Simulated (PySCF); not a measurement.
SMILES c1cc(OC)sc1B(O)O (GFN2-xTB optimised geometry):

```
17

C     -2.426    -2.745    -0.002
O     -1.032    -2.944     0.000
C     -0.263    -1.843     0.000
C      1.104    -1.843     0.000
C      1.631    -0.540     0.000
C      0.697     0.462     0.000
B      0.894     2.005     0.001
O     -0.198     2.800     0.014
O      2.125     2.594    -0.011
S     -0.904    -0.228     0.000
H     -2.875    -3.736     0.005
H     -2.743    -2.198    -0.896
H     -2.744    -2.185     0.884
H      1.692    -2.741     0.000
H      2.691    -0.349     0.000
H      0.007     3.736     0.014
H      2.875     2.003    -0.020
```

Computed with CAM-B3LYP/def2-SVP run with PySCF.

### Question
What are the frontier orbital energies and the dipole moment?

### Answer
HOMO-2 -10.46 eV, HOMO-1 -8.39 eV, HOMO -7.20 eV, LUMO 0.71 eV, LUMO+1 2.28 eV; dipole moment 0.35 D.

Meta-Löwdin charges at CAM-B3LYP/def2-SVP: C1 -0.08, O2 -0.32, C3 0.11, C4 -0.20, C5 -0.10, C6 -0.25, B7 0.40, O8 -0.49, O9 -0.50, S10 0.22, H11 0.12, H12 0.10, H13 0.10, H14 0.12, H15 0.10, H16 0.33, H17 0.33.
